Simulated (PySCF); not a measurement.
Ionisation energy of Mo by level of theory

Mo [Kr] 4d5 5s1 (7S) → Mo⁺ [Kr] 4d5 (6S), as a difference of total energies. All numbers are calculated (PySCF 2.14, a scalar-relativistic core potential, in aug-cc-pVDZ-PP with ECP28MDF (5s5p4d2f, 54 functions)). Correlated levels: valence: 4s2 4p6 frozen. The calculations carry no spin-orbit coupling.

| method | ionisation energy (eV) | error (eV) |
| --- | --- | --- |
| UHF | 6.256 | -0.836 |
| MN15 | 7.194 | +0.102 |
| BP86 | 7.655 | +0.563 |
| MP2 (valence) | 6.788 | -0.304 |
| SCS-MP2 (valence) | 6.433 | -0.659 |

Reference: 7.092 eV (measured; NIST Atomic Spectra Database, ionization energies).

Errors of the correlated levels include the incompleteness of this basis and the frozen core.
